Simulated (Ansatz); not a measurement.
Q: Predict a relaxed structure of MoH₄, charge 0, triplet, at r2SCAN-D4/def2-TZVP (Ansatz).

A: 
```
atom   x (Å)   y (Å)   z (Å)
 Mo1   0.000   0.000   0.000
  H2  -1.304  -0.127   1.065
  H3  -0.392   1.073  -1.244
  H4   0.343  -1.519  -0.654
  H5   1.353   0.573   0.832
```
Point group Td (tolerance 0.1 Å). The metal has 4 neighbours: H 1.69 Å, H 1.69 Å, H 1.69 Å, H 1.69 Å. This is one stationary point.

In the def2 sets Mo takes a core potential; there is no spin–orbit coupling.
